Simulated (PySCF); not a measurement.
# SbH⁺: mean field, correlation and small terms against distance

State: ²Π, doublet, unpaired electrons π ↑. ROHF-based CCSD(T) in PySCF 2.14 with Sb cc-pwCVDZ-PP with ECP28, H aug-cc-pVDZ and Sb cc-pwCVTZ-PP with ECP28, H aug-cc-pVTZ (frozen core orbitals: 4; scalar-relativistic core potentials). Correlation energies are extrapolated as n⁻³ (n = 2, 3), Hartree–Fock as (n+1)·exp(−9√n). All energies in eV from Sb⁺ + H.

| R (Å) | HF/CBS | CCSD corr. | (T) | total |
| --- | --- | --- | --- | --- |
| 1.5178 | -1.473 | -0.986 | -0.0302 | -2.489 |
| 1.5868 | -1.688 | -0.979 | -0.0325 | -2.699 |
| 1.6558 | -1.783 | -0.978 | -0.0355 | -2.797 |
| 1.7248 | -1.787 | -0.983 | -0.0394 | -2.809 |
| 1.7938 | -1.721 | -0.994 | -0.0441 | -2.759 |
| 1.8800 | -1.568 | -1.015 | -0.0511 | -2.634 |
| 1.9662 | -1.359 | -1.043 | -0.0595 | -2.461 |

A fit to the total gives Re = 1.7020 Å, De = 2.813 eV, ωe = 1986.6 cm⁻¹, Be = 5.822 cm⁻¹ (masses 120.9038 and 1.0078 u).

Q: At R = 1.7248 Å the CCSD correlation energy is -0.353688 hartree in the smaller basis and -0.534504 in the larger. Extrapolate it.

A: (3³·E3 − 2³·E2)/(3³ − 2³) = -0.61064 hartree; the larger basis holds 87.5 % of it.

The T1 diagnostic is 0.014. The state was picked by a PBE0 search and need not be the measured ground state. Spin–orbit coupling, excitations beyond (T) and corrections to the Born–Oppenheimer picture are left out, and spin–orbit coupling matters for open p, d or f shells this heavy.
